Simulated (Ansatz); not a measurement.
Zn(SeH)(SiH3) (H4SeSiZn), SMILES [SiH3][Zn][SeH]. Atoms are numbered in the order given.

```xyz
7

Zn    -0.3542    -0.1807     0.1269
Se     0.3979     1.2665    -1.5315
H      1.7717     1.1711    -0.9931
Si    -1.1339    -1.6629     1.8139
H     -2.0443    -2.7046     1.2457
H     -1.8896    -0.9351     2.8795
H      0.0054    -2.3724     2.4743
```
Charge 0, spin multiplicity 1.

Geometry optimised at B3LYP-D3(BJ)/def2-SVP. The structure was generated by enumeration; whether it is a known compound was not checked. Other conformers were not sampled.

Two levels are set side by side: PBE-D3(BJ)/def2-SVP (Ansatz, a first-principles code) and B3LYP-D3(BJ)/def2-SVP (Ansatz). Each level has its own optimised geometry; the coordinates shown are those of the second. Differences are taken from unrounded values.

```tsv
quantity	B3LYP-D3(BJ)	PBE-D3(BJ)	PBE-D3(BJ) minus B3LYP-D3(BJ)
mean bond length (Å)	1.778	1.782	0.004
bond Zn1–Se2 (Å)	2.326	2.317	-0.009
bond Zn1–Si4 (Å)	2.377	2.363	-0.014
bond Se2–H3 (Å)	1.479	1.488	0.009
bond Si4–H5 (Å)	1.496	1.508	0.013
bond Si4–H6 (Å)	1.495	1.508	0.013
bond Si4–H7 (Å)	1.496	1.509	0.013
```

Here PBE gives about what the other level gives.
